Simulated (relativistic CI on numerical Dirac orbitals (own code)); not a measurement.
**Electric-dipole transitions in Er⁵⁹⁺**

Method of calculation: Dirac-Coulomb-Breit CI, KLI orbitals optimised for each configuration, model QED, unscaled Slater integrals (own radial code, finite nucleus).

Configurations in the expansion (outside the closed core 1s2): 2s2 2p5, 2s 2p6, 2p6 3s, 2p6 3p, 2s2 2p4 3s, 2p6 3d, 2s2 2p4 3p, 2s2 2p4 3d, 2s 2p5 3s, 2s 2p5 3p, 2s 2p5 3d, 2s2 2p4 4s, 2s2 2p4 4p, 2s2 2p4 4d, 2s2 2p4 4f, 2s2 2p3 3s2. Levels of other configurations are missing.

| λ vac (nm) | Lower | Upper | A (s⁻¹) | gf | Branching (%) |
| --- | --- | --- | --- | --- | --- |
| 0.14400 | 2s2 2p5 2P°_1/2 [2] | 2s2 2p4 3d 2D_3/2 [95] | 6.95e+14 | 8.64e-01 | 99.8 |
| 0.14436 | 2s2 2p5 2P°_3/2 [1] | 2s2 2p4 3d 2F_5/2 [53] | 8.25e+14 | 1.55e+00 | 99.9 |
| 0.14443 | 2s2 2p5 2P°_3/2 [1] | 2s2 2p4 3d 2P_3/2 [52] | 1.21e+15 | 1.52e+00 | 99.4 |
| 0.14457 | 2s2 2p5 2P°_3/2 [1] | 2s2 2p4 3d 2S_1/2 [51] | 1.49e+15 | 9.34e-01 | 99.0 |
| 0.14482 | 2s 2p6 2S_1/2 [3] | 2s 2p5 3d 2P°_3/2 [110] | 1.12e+15 | 1.40e+00 | 98.9 |
| 0.14496 | 2s 2p6 2S_1/2 [3] | 2s 2p5 3d 2P°_1/2 [108] | 1.71e+15 | 1.08e+00 | 99.3 |
| 0.14552 | 2s2 2p5 2P°_3/2 [1] | 2s 2p5 3p 2D_5/2 [46] | 5.55e+14 | 1.06e+00 | 99.1 |
| 0.16036 | 2s2 2p5 2P°_3/2 [1] | 2s2 2p4 3d 2D_5/2 [25] | 7.93e+14 | 1.83e+00 | 100.0 |
| 0.16047 | 2s2 2p5 2P°_1/2 [2] | 2s2 2p4 3d 2P_1/2 [63] | 2.15e+15 | 1.66e+00 | 98.6 |
| 0.16059 | 2s2 2p5 2P°_1/2 [2] | 2s2 2p4 3d 2D_3/2 [62] | 1.98e+15 | 3.06e+00 | 99.0 |
| 0.16079 | 2s 2p6 2S_1/2 [3] | 2s 2p5 3d 2P°_3/2 [86] | 1.54e+15 | 2.39e+00 | 99.2 |
| 0.16098 | 2s2 2p5 2P°_3/2 [1] | 2s2 2p4 3d 2P_3/2 [24] | 1.39e+15 | 2.15e+00 | 100.0 |
| 0.16102 | 2s2 2p5 2P°_3/2 [1] | 2s2 2p4 3d 2D_5/2 [23] | 1.10e+15 | 2.57e+00 | 100.0 |
| 0.16185 | 2s 2p6 2S_1/2 [3] | 2s 2p5 3d 2P°_1/2 [83] | 1.98e+15 | 1.56e+00 | 99.5 |
| 0.43276 | 2s2 2p4 3p 2D°_5/2 [8] | 2s2 2p4 4d 2F_7/2 [123] | 7.27e+13 | 1.63e+00 | 81.1 |
| 0.47146 | 2s2 2p4 3p 4D°_7/2 [11] | 2s2 2p4 4d 4F_9/2 [127] | 9.14e+13 | 3.04e+00 | 99.6 |
| 0.47147 | 2s2 2p4 3p 2D°_5/2 [10] | 2s2 2p4 4d 2F_7/2 [126] | 7.17e+13 | 1.91e+00 | 77.9 |
| 0.49016 | 2s2 2p4 3d 2G_7/2 [50] | 2s2 2p4 4f 2H°_9/2 [184] | 1.77e+14 | 6.37e+00 | 93.1 |
| 0.49035 | 2s2 2p4 3d 2D_3/2 [19] | 2s2 2p4 4f 2F°_5/2 [143] | 1.62e+14 | 3.50e+00 | 84.4 |
| 0.49039 | 2s2 2p4 3d 4D_3/2 [15] | 2s2 2p4 4f 2F°_5/2 [133] | 1.00e+14 | 2.17e+00 | 52.2 |
| 0.49086 | 2s2 2p4 3d 4D_5/2 [16] | 2s2 2p4 4f 2G°_7/2 [132] | 1.30e+14 | 3.76e+00 | 68.0 |
| 0.49124 | 2s2 2p4 3d 2F_7/2 [17] | 2s2 2p4 4f 2G°_9/2 [131] | 1.75e+14 | 6.33e+00 | 92.3 |
| 0.49966 | 2s2 2p4 3d 4D_7/2 [56] | 2s2 2p4 4f 4G°_9/2 [181] | 1.79e+14 | 6.72e+00 | 96.4 |
| 0.50006 | 2s2 2p4 3d 2G_9/2 [59] | 2s2 2p4 4f 2H°_11/2 [189] | 1.85e+14 | 8.33e+00 | 99.8 |
| 0.50033 | 2s2 2p4 3d 2F_7/2 [20] | 2s2 2p4 4f 2G°_9/2 [138] | 1.62e+14 | 6.08e+00 | 86.9 |
| 0.50054 | 2s2 2p4 3d 4F_9/2 [21] | 2s2 2p4 4f 4G°_11/2 [137] | 1.85e+14 | 8.34e+00 | 99.8 |
| 0.50248 | 2s2 2p4 3d 2D_5/2 [25] | 2s2 2p4 4f 2F°_7/2 [144] | 1.78e+14 | 5.38e+00 | 94.8 |
| 0.50734 | 2s2 2p4 3d 2D_5/2 [23] | 2s2 2p4 4f 2F°_7/2 [139] | 1.35e+14 | 4.15e+00 | 71.4 |
| 0.50758 | 2s2 2p4 3d 2P_3/2 [24] | 2s2 2p4 4f 2D°_5/2 [141] | 1.16e+14 | 2.69e+00 | 61.3 |
| 3.2380 | 2s2 2p4 3s 4P_5/2 [4] | 2s2 2p4 3p 4D°_7/2 [11] | 7.58e+11 | 9.54e-01 | 73.8 |

Terms are leading LS components. Brackets give the number of a level in order of energy, since labels repeat. The list gives strong lines, with weight on those to low levels, without lines whose two gauges differ by over a factor of 2.5, among the lowest 200 of 205 levels, so that lines to higher ones, which can be the strongest, are missing. Levels whose partners in the same complex of configurations lie outside the list can be far off, and so can their lines. Rates are taken at the computed energies, electric ones in the length gauge.

At this charge energies of transitions that change n are usually good to better than 1 %, and those within a shell (Δn = 0) to a few per cent.

LS names give the leading component of a level, which can be under half, so a name can repeat, a term be missing and a line seem to break the LS rules.
